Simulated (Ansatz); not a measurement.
The inner images of a band of ClH + F4Ge (7 atoms, charge 0, multiplicity 1) are given out of order.

Computed with Ansatz 0.2.0, RKS CAM-B3LYP/def2-SVP.

Initial state:

```xyz
7
Properties=species:S:1:pos:R:3
Ge 0.216 -0.001 -0.101
F 0.209 -0.001 1.603
F 1.841 -0.001 -0.587
F -0.513 1.403 -0.703
F -0.513 -1.402 -0.706
Cl -2.847 -0.005 1.301
H -1.982 0.008 2.256
```

Final state:

```xyz
7
Properties=species:S:1:pos:R:3
Ge -0.429 0.244 -0.273
F -0.203 -0.920 2.046
F 1.062 0.759 0.358
F -0.516 0.973 -1.813
F -0.468 -1.424 -0.589
Cl -2.105 0.953 0.812
H -0.930 -0.586 2.520
```

Problem. Put them in order from the first end to the last, with their energies above the first end.
A.
```xyz
7
Properties=species:S:1:pos:R:3
Ge -0.402 0.063 -0.162
F -0.025 -0.259 2.095
F 1.288 0.161 0.058
F -0.591 1.384 -1.227
F -0.585 -1.487 -0.846
Cl -2.334 0.277 0.842
H -0.940 -0.140 2.302
```
B.
```xyz
7
Properties=species:S:1:pos:R:3
Ge -0.433 0.147 -0.277
F -0.091 -0.623 2.213
F 1.155 0.425 0.254
F -0.551 1.209 -1.605
F -0.539 -1.462 -0.814
Cl -2.209 0.599 0.815
H -0.922 -0.295 2.475
```
C.
```xyz
7
Properties=species:S:1:pos:R:3
Ge 0.097 -0.003 -0.048
F 0.145 -0.023 1.668
F 1.741 0.021 -0.451
F -0.593 1.398 -0.702
F -0.576 -1.420 -0.683
Cl -2.696 0.039 1.221
H -1.708 -0.011 2.056
```
D.
```xyz
7
Properties=species:S:1:pos:R:3
Ge -0.075 0.003 -0.010
F 0.087 -0.050 1.743
F 1.596 0.040 -0.286
F -0.626 1.417 -0.777
F -0.610 -1.444 -0.722
Cl -2.502 0.054 1.143
H -1.460 -0.019 1.971
```
E.
```xyz
7
Properties=species:S:1:pos:R:3
Ge -0.248 0.005 -0.033
F -0.007 -0.043 1.858
F 1.454 0.032 -0.179
F -0.627 1.450 -0.852
F -0.613 -1.491 -0.756
Cl -2.404 0.060 1.045
H -1.143 -0.012 1.977
```

Solution. C (+0.08 eV), D (+0.43 eV), E (+0.90 eV), A (+0.48 eV), B (+0.12 eV).

The run took 2.9 min on 4 threads of Arm Neoverse V1 (shared host), peak memory 0.36 GiB.
